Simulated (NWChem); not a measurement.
Species: GeSe, singlet; SMILES [Ge]=[Se]

```xyz
2

Ge     0.0000     0.0000    -1.1028
Se     0.0000     0.0000     1.0376
```
Atoms are numbered in this order, from 1.

Results from NWChem. Low-valent species are run as closed-shell singlets; no triplet was tried in these runs. Geometry: optimised at PBE0-D3(BJ)/def2-TZVP. Vertical excitations in the gas phase.

Task: What does the run give for PBE0/aug-cc-pVDZ, TDA? Quantities: lowest excitation, singlet (eV); oscillator strength of that lowest state; orbital gap (eV).

Result: The lowest excitation, singlet (eV) is 3.47 and the oscillator strength of that lowest state is 0.000. The orbital gap (eV) comes out as 5.11.
